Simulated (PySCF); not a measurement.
SMILES B([CH2])(C)C, doublet, PBE0/def2-SVP optimised geometry.

```
12

C     -0.86    -1.27     0.00
B     -0.08     0.07     0.00
C     -0.87     1.44     0.00
C      1.49     0.07     0.00
H     -0.36    -2.25    -0.03
H     -1.96    -1.32     0.03
H     -0.34     2.25     0.53
H     -1.90     1.38     0.38
H     -0.94     1.77    -1.06
H      1.96    -0.86    -0.35
H      1.92     0.92    -0.55
H      1.82     0.21     1.05
```

Density from PySCF 2.14.0 with unrestricted PBE0/def2-TZVP at that geometry.

Minimum of the electron density along straight lines between bonded atoms, close to the bond critical point (lines longer than 1.1 times the sum of covalent radii, or with two minima, are not listed):

```csv
bond,length / Å,ρ at the minimum / e bohr⁻³,∇²ρ there / e bohr⁻⁵,position (fraction from the first atom)
C1–B2,1.547,0.185,…,0.68
B2–C3,1.577,0.183,-0.26,0.33
B2–C4,1.577,0.183,-0.26,0.33
C1–H5,1.097,0.276,-0.95,0.65
C1–H6,1.097,0.276,-0.95,0.65
C3–H7,1.102,0.266,-0.87,0.64
C3–H8,1.101,0.267,-0.88,0.64
C3–H9,1.108,0.258,-0.82,0.64
C4–H10,1.101,0.268,-0.88,0.64
C4–H11,1.102,0.266,-0.87,0.64
C4–H12,1.108,0.258,-0.82,0.64
```

Q: What belongs in the gaps?

A: 
- C1–B2, ∇²ρ there / e bohr⁻⁵: -0.09
